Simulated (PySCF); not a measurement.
Numbering as in the mapped SMILES `[CH2:1]=[CH:2]/[C:3](=[N:4]\[N:5]=[CH2:6])[CH:7]([CH3:8])[CH3:9]`. Each H is labelled by its parent atom. Ha(C1) is cis to C3; Ha(C6) is cis to N4; Hb(C1) is trans to C3; Hb(C6) is trans to N4.

Calculated, not measured (PySCF 2.14.0 with density-fitted response routines): PBE0/pcSseg-1 with gauge-including orbitals, structure optimised with GFN2-xTB. A single conformation, no relativistic terms, rapidly exchanging positions averaged, no solvent model.

References, each an isolated molecule treated in the same way: 13C vs TMS.

Do the 13C shifts follow the atomic charges (in e)? Tabulate both.

Answers


| atoms | hybridisation | δ (ppm) | σ para (ppm) | Hirshfeld | IAO | Mulliken | ESP-fitted |
| --- | --- | --- | --- | --- | --- | --- | --- |
| C3 | sp2 | 137.7 | -207 | +0.07 | +0.10 | +0.13 | +0.10 |
| C2 | sp2 | 133.6 | -203 | -0.05 | -0.17 | -0.17 | -0.10 |
| C1 | sp2 | 124.8 | -195 | -0.09 | -0.31 | -0.12 | -0.50 |
| C6 | sp2 | 114.7 | -183 | -0.04 | -0.21 | -0.02 | -0.11 |
| C7 | sp3 | 32.3 | -94 | -0.02 | -0.11 | -0.38 | +0.34 |
| C8/C9 | sp3 | 22.6 | -83 | -0.12 | -0.41 | -0.18 | -0.51 |

Correlation coefficients of δ with charge over these carbons: Hirshfeld +0.45, IAO +0.44, Mulliken +0.70, ESP-fitted -0.02; with the paramagnetic shielding -1.00. Among the 4 sp2 carbons alone: Hirshfeld +0.53, IAO +0.68, Mulliken +0.23, ESP-fitted +0.44. With so few points, grouped by hybridisation, these coefficients are fragile. Charge is one influence among several: hybridisation and low-lying excitations act through the paramagnetic term.

Shifts are as computed. Against solution values, carbons near 30 ppm lie about +3 ppm off and those near 130 ppm about +5 ppm. Of 1211 compounds with measured shifts, 218 miss one by over three times the rms of a fit or turn the order of signals round; such compounds aren't used in these exercises.
